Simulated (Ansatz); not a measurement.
A structure relaxed at PBE0-D4/def2-TZVP, charge 0, multiplicity 1:

Cartesian coordinates in Å:
```
O 0.730 -0.409 2.408
B -0.247 -0.630 1.506
F -1.519 -0.639 1.921
Si 0.187 -0.879 -0.460
Si -0.054 1.172 -1.564
H 0.399 -0.272 3.304
H -0.751 -1.861 -1.071
H 1.581 -1.368 -0.638
H 0.881 2.176 -0.986
H -1.444 1.677 -1.403
H 0.236 1.032 -3.016
```

(1) Give its formula and SMILES.

(2) Summarise the bond lengths by kind.

Results:

(1) BFH6OSi2, `OB(F)[SiH2][SiH3]`.

(2) 1 × B–O 1.348 Å; 1 × H–O 0.965 Å; 1 × B–F 1.338 Å; 1 × B–Si 2.028 Å; 1 × Si–Si 2.342 Å; 5 × H–Si 1.488 to 1.489 Å.

Results of the Gaussian-basis code of Ansatz.
